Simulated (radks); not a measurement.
Q: The mean radii <r> (bohr) of the occupied orbitals of an atom or ion are listed with their occupations. Calculated with a radial shooting solver on a logarithmic mesh with Libxc functionals: non-relativistic Kohn-Sham, exchange-only LDA, spin-polarised, spherical densities, point nucleus.

orbital  occ.     <r>
1s          2  0.3291

Name the element and its charge. Open shells, if any, are filled with parallel spins first.

A: Z = 5, boron, charge +3: B3+ in [He]. The 1s radius gives Z: for a bare nucleus <r> = 1.5/Z, 0.3 bohr for Z = 5, and screening makes it slightly larger (0.3291 here). The occupations add up to 2, and the charge is Z minus that.
